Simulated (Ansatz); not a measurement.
`B1OCS1` and `C1[O][AlH][S]1` differ in one element.

Ansatz, PBE0-D4/def2-TZVP geometries, multiplicity 1. 

```json
{"property": "HOMO–LUMO gap (PBE/def2-TZVPP) / eV", "`B1OCS1`": "5.29"}
{"property": "HOMO energy (PBE/def2-TZVPP) / eV", "`B1OCS1`": "-6.46"}
{"property": "HOMO–LUMO gap (B3LYP/def2-TZVPP) / eV", "`B1OCS1`": "6.95"}
{"property": "LUMO energy (PBE/def2-TZVPP) / eV", "`B1OCS1`": "-1.18"}
{"property": "size of the dipole moment (ωB97M-V/def2-TZVPP) / D", "`B1OCS1`": "1.11"}
{"property": "HOMO energy (B3LYP/def2-TZVPP) / eV", "`B1OCS1`": "-7.42"}
```

(1) What does the change do to each property? (Best estimate.)

## Answers

(1) Computed: 
```
                                          property  `C1[O][AlH][S]1`  shift
               HOMO–LUMO gap (PBE/def2-TZVPP) / eV              4.47  -0.82
                 HOMO energy (PBE/def2-TZVPP) / eV             -6.09   0.37
             HOMO–LUMO gap (B3LYP/def2-TZVPP) / eV              5.93  -1.02
                 LUMO energy (PBE/def2-TZVPP) / eV             -1.62  -0.44
size of the dipole moment (ωB97M-V/def2-TZVPP) / D              0.81  -0.30
               HOMO energy (B3LYP/def2-TZVPP) / eV             -7.02   0.40
```

With PBE0 the HOMO rises by 0.41 eV and the LUMO falls by 0.64 eV, so the gap narrows by about 1.05 eV. PBE moves the HOMO by 0.37 eV and ωB97M-V by 0.42 eV. Dipoles are sizes alone; their direction can turn.

B3LYP here is the variant with VWN-RPA as its local correlation; programs differ in this.
